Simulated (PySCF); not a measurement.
**Electron correlation in Cl³⁺ (chlorine, charge +3)**

[Ne] 3s2 3p2, high-spin 3P determinant. All numbers are calculated (PySCF 2.14, the non-relativistic Hamiltonian (point nucleus), in aug-cc-pwCVTZ (8s7p5d3f, 75 functions)). Frozen: [Ne]; 4 electrons correlated.

| level | correlation energy (mhartree) |
| --- | --- |
| CCSD | -97.94 |
| (T) | -2.24 |
| CCSD(T) | -100.18 |

Diagnostics: T1 = 0.0078, D1 = 0.0201, largest double amplitude 0.103.

Cost of the coupled-cluster step: about 12 core-seconds, for 4 correlated electrons.
